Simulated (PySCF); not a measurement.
C5H6F3Si (doublet state).
Z-matrix (Å and degrees, GFN2-xTB geometry), rows numbered from 1:
```
C 
C   1  1.3402
C   2  1.4914  1  122.21
Si  3  1.9109  2  107.45  1    94.69
C   2  1.4549  1  119.11  3   177.50
F   5  1.3542  2  115.67  1     4.79
C   5  1.3374  2  129.86  1  -177.04
F   7  1.3306  5  126.12  2     2.80
F   7  1.3291  5  124.03  2  -178.44
H   1  1.0750  2  122.19  3  -176.42
H   1  1.0750  2  120.84  3     3.52
H   3  1.0870  2  111.70  1  -142.81
H   3  1.0893  2  108.92  1   -24.08
H   4  1.4575  3  111.78  2   -63.72
H   4  1.4534  3  115.04  2    67.67
```

The hyperfine couplings belong to this conformer and change with its torsions.

As a line formula: `FC(=C(F)C(=C)C[SiH2])F` [radical].

Theory: UKS B3LYP, pcH-1 on C F H Si, non-relativistic, mean-field spin-orbit, GIAO (PySCF 2.14.0). Isolated species at its GFN2-xTB geometry (one conformer only). A GFN2-xTB geometry isn't a minimum of the functional, and hyperfine couplings can be far from their values at a DFT geometry, by a factor of two or more for some ions and for spin on atoms past the first row. The SCF solution wasn't tested for stability.

(1) What is the g tensor, term by term?

(2) What are the electron Larmor frequencies g μB B/h along the three axes at 330 mT?

(3) At 9.493 GHz, how far is the centre of the isotropic spectrum from where a free electron (g = 2.002319) resonates?

(4) In a frozen sample, at which fields do the three g values resonate at 9.5, 34, 94 and 263 GHz (hyperfine left aside), and which band first spreads them over more than twice a line width of 1.0 mT?

Results:

(1) 
| Δg (ppm) | 1 | 2 | 3 |
| --- | --- | --- | --- |
| relativistic mass correction | -129 | -129 | -129 |
| gauge correction | 13 | 79 | 63 |
| orbital Zeeman/spin–orbit | -128 | 857 | 2078 |
| total | -245 | 807 | 2012 |

So g = 2.00207, 2.00313, 2.00433 and g_iso = 2.00318; the tensor is rhombic: the two nearest values differ by 47 % of g3 − g1. 

(2) 9.2471, 9.2520, 9.2575 GHz for g1, g2 and g3, a range of 10.4 MHz.

(3) B = hν/(g μB) with μB/h = 13.99624 MHz/mT gives 338.73 mT for the free electron and 338.59 mT at g_iso, 0.15 mT lower.

(4) 
| band | GHz | B(g3) mT | B(g2) mT | B(g1) mT | spread mT |
| --- | --- | --- | --- | --- | --- |
| X | 9.5 | 338.64 | 338.85 | 339.03 | 0.38 |
| Q | 34.0 | 1211.99 | 1212.72 | 1213.35 | 1.37 |
| W | 94.0 | 3350.79 | 3352.80 | 3354.56 | 3.78 |
| J | 263.0 | 9375.07 | 9380.72 | 9385.64 | 10.57 |

The spread grows in proportion to the frequency. W band is the first where it exceeds 2.0 mT.

The largest Mulliken spin populations are on Si4 (+0.99) and C1 (+0.07). Si4 is the only atom above +0.15. The angles at Si4 add up to 340.3°, so it is pyramidal.

The HOMO–LUMO gaps are 4.21 eV among the α and 4.07 eV among the β orbitals.
